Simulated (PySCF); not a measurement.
BeGeH4S, SMILES [SH][Be][GeH3].

Geometry: PBE-D3(BJ)/def2-TZVP. One conformer was computed; it need not be the lowest.

Computed with TDDFT-PBE0/def2-SVPD (PySCF).

Vertical excitations. 

Computed excitation energies, oscillator strengths and character:
| state | energy (eV) | λ (nm) | f | main pairs |
|---|---|---|---|---|
| S1 | 5.01 | 248 | 0.000 | HOMO→LUMO 99 % |
| S2 | 5.36 | 231 | 0.032 | HOMO−1→LUMO 96 % |
| S3 | 5.82 | 213 | 0.018 | HOMO−1→LUMO+1 93 % |
| S4 | 5.99 | 207 | 0.116 | HOMO→LUMO+1 92 % |
| S5 | 6.24 | 199 | 0.058 | HOMO→LUMO+2 90 % |
| S6 | 6.67 | 186 | 0.167 | HOMO−1→LUMO+2 70 %, HOMO−3→LUMO 16 % |
| S7 | 6.69 | 185 | 0.038 | HOMO−3→LUMO 78 %, HOMO−1→LUMO+2 13 % |
| S8 | 6.89 | 180 | 0.163 | HOMO−2→LUMO 74 % |
| S9 | 7.10 | 175 | 0.017 | HOMO−2→LUMO+1 62 %, HOMO−4→LUMO 23 % |
| S10 | 7.12 | 174 | 0.001 | HOMO→LUMO+3 54 %, HOMO→LUMO+4 16 % |
| T1 | 4.35 | 285 | 0 | HOMO−1→LUMO 96 % |
| T2 | 4.79 | 259 | 0 | HOMO−1→LUMO+1 95 % |
| T3 | 4.83 | 257 | 0 | HOMO→LUMO 95 % |
| T4 | 5.00 | 248 | 0 | HOMO→LUMO+1 96 % |
Triplets are in the Tamm–Dancoff approximation, which puts them higher than full response would, so one can lie above its singlet here.
